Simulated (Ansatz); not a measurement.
Start from `N[SiH2][SiH](F)S` and change one atom or group to get `O[SiH](F)S`.

Ansatz, PBE0-D4/def2-TZVP geometries, multiplicity 1. Each molecule was computed in one conformer, which needn't be the lowest.

```tsv
property	`N[SiH2][SiH](F)S`
LUMO energy (ωB97M-V/def2-TZVPP) / eV	1.01
size of the dipole moment (B3LYP/def2-TZVPP) / D	2.74
HOMO–LUMO gap (PBE0/def2-TZVPP) / eV	6.84
HOMO energy (ωB97M-V/def2-TZVPP) / eV	-9.64
size of the dipole moment (PBE/def2-TZVPP) / D	2.73
HOMO–LUMO gap (B3LYP/def2-TZVPP) / eV	6.43
```

What does the change do to each property? (Estimate.)

Computed: 
```tsv
property	`O[SiH](F)S`	shift
LUMO energy (ωB97M-V/def2-TZVPP) / eV	1.86	0.85
size of the dipole moment (B3LYP/def2-TZVPP) / D	0.80	-1.94
HOMO–LUMO gap (PBE0/def2-TZVPP) / eV	8.02	1.18
HOMO energy (ωB97M-V/def2-TZVPP) / eV	-10.15	-0.51
size of the dipole moment (PBE/def2-TZVPP) / D	0.79	-1.94
HOMO–LUMO gap (B3LYP/def2-TZVPP) / eV	7.46	1.03
```

With PBE0 the HOMO falls by 0.41 eV and the LUMO rises by 0.76 eV, so the gap widens by about 1.17 eV. PBE moves the HOMO by -0.39 eV and ωB97M-V by -0.51 eV. Dipoles are sizes alone; their direction can turn.

B3LYP here is the variant with VWN-RPA as its local correlation; programs differ in this.
